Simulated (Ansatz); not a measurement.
`[O][GeH2][Cl]`, charge 0, multiplicity 2.

Problem. Give a relaxed structure at PBE0-D4/def2-TZVP (the Gaussian-basis code of Ansatz). (Estimate.)

Solution. The calculation gave: 
Z-matrix (Å, degrees):
```
Ge
O 1 1.781
Cl 1 2.144 2 110.7
H 1 1.531 2 106.5 3 -117.4
H 1 1.531 2 106.5 3 117.4
```
Point group Cs.
